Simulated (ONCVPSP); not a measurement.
# Rh: excitation energies, all-electron against ONCV

| Quantity | Value |
| --- | --- |
| Element | Rh |
| Generator | ONCVPSP 4.0.1 |
| Type | optimised norm-conserving Vanderbilt (ONCV) |
| Functional | PBE |
| Relativity | scalar-relativistic |
| Frozen core | [Kr] |
| Valence charge | 9 |
| Reference configuration | 4d8 5s0.5 (charge +0.5) |
| Partial waves | 5s: rc 2.45 bohr, ncon 4, nbas 8, qcut 2.1 1/bohr, 2 projectors, debl 0.4 Ha; p scattering state at 0.38 Ha: rc 2.15 bohr, ncon 3, nbas 8, qcut 3.3 1/bohr, 2 projectors, debl 1.4 Ha; 4d: rc 1.50 bohr, ncon 5, nbas 8, qcut 7.4 1/bohr, 2 projectors, debl 3.7 Ha |
| Local potential | polynomial inside 1.20 bohr (lpopt 4, dvloc0 0 Ha) |
| Core correction | none |

Energies are relative to the spin-unpolarised reference configuration 4d8 5s0.5; without spin polarisation the order of configurations can differ from experiment.

| valence configuration | charge | ΔE all-electron (eV) | error AE − PS (meV) |
| --- | --- | --- | --- |
| 4d8 5s1 | 0 | -2.919 | +2.7 |
| 4d8 5s0 | +1 | 4.541 | +3.7 |

Task: What are ΔE and the potential's error for 4d7 5s1?

Result: ΔE = 8.208 eV all-electron; the error (AE − PS) is -42 meV.

Task: What are ΔE and the potential's error for 4d7 5s0?

Result: ΔE = 24.052 eV all-electron; the error (AE − PS) is +15 meV.

Note: ghosts flagged at negative energy: s at -57.0 eV; GHOST(+) flagged for p at 36.2 eV. A true bound ghost makes a file unfit for plane-wave use.
